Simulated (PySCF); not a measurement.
A structure optimised at B3LYP-D3(BJ)/def2-TZVP, used in a PySCF frequency run:

```xyz
5

Si     0.5114     0.5551     0.0000
F     -0.7342     1.5518     0.0000
Cl    -0.1834    -1.3707     0.0000
H      1.2828     0.7820    -1.2305
H      1.2828     0.7820     1.2305
```
Charge 0, spin multiplicity 1.

Q: Write its SMILES, formula and point group.

A: F[SiH2]Cl, ClFH2Si, Cs

Q: What are its rotational constants (standard atomic weights)?

A: 20.276, 4.0324, 3.5060 GHz
